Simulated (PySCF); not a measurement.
Input of a run (PBE0-D3(BJ)/def2-SVP geometry optimisation, gas phase (PySCF 2.14.0)), started from GFN2-xTB:
```
{"job": {"xc": "PBE0", "basis": "def2-SVP", "d3": "d3bj", "grid": 1, "maxiter": 30, "shake": 0.01, "kind": "geom"}, "charge": 0, "multiplicity": 1}
P      2.521870    -0.498370     1.223730
Si     0.975620     0.064100    -0.335610
C     -0.466860    -1.191970    -0.586060
C     -1.405910    -0.031300    -0.587560
Br    -3.145920    -0.426720     0.325770
C     -0.618470     1.072160     0.073190
H      3.193210     0.723260     1.107410
H      1.776580    -0.013690     2.293830
H      1.601800     0.507140    -1.571120
H     -0.490830    -1.817940    -1.454660
H     -0.593440    -1.837370     0.298440
H     -1.721620     0.239000    -1.591510
H     -0.803770     2.066660    -0.355810
H     -0.829430     1.129980     1.152190
```

Output (energies in Eh, forces in Eh/bohr):
```
step   0  E = -3322.85171419  max force = 0.021864
step   1  E = -3322.85748538  max force = 0.002703
step   2  E = -3322.85772230  max force = 0.001568
step   3  E = -3322.85785298  max force = 0.001652
step   4  E = -3322.85801548  max force = 0.002023
step   5  E = -3322.85815180  max force = 0.001639
step   6  E = -3322.85822922  max force = 0.000913
step   7  E = -3322.85825169  max force = 0.000303
step   8  E = -3322.85825880  max force = 0.000276
optimisation converged
```

Problem. Summarise the run.

Solution. The energy falls by 0.178 eV over 9 energy and gradient evaluations, the largest force component goes from 0.0219 to 2.8e-04 Eh/bohr, and the atoms move by 0.199 Å rms after alignment. Among the bonds, C3–C4 and Si2–H9 change most and about equally (+0.039 to +0.040 Å). Bonds longer at the end by more than 0.005 Å: 7 of 14; shorter: 4. Among the angles that change most is Si2–C3–H10, from 120.2° to 124.2°. Among the dihedrals that turn most is H8–P1–Si2–C6, from 6° to 27°. The energy never rose by more than 1e-6 Eh on the way. The first step brought 88 % of the lowering.

Problem. What are the final bond lengths?

Solution. P1–Si2 2.257 Å, Si2–C3 1.904 Å, C3–C4 1.532 Å, C4–Br5 1.966 Å, C4–C6 1.532 Å, Si2–C6 1.907 Å, P1–H7 1.430 Å, P1–H8 1.430 Å, Si2–H9 1.495 Å, C3–H10 1.098 Å, C3–H11 1.102 Å, C4–H12 1.099 Å, C6–H13 1.098 Å, C6–H14 1.102 Å. Numbering counts from 1 in the input's order; the species is `P[Si@H]1C[C@@H](Br)C1`.

The run used 150 basis functions and 57 SCF cycles in all.

Not checked by PBE0-D3(BJ)/def2-SVP frequencies. The numbers are those of one conformer.
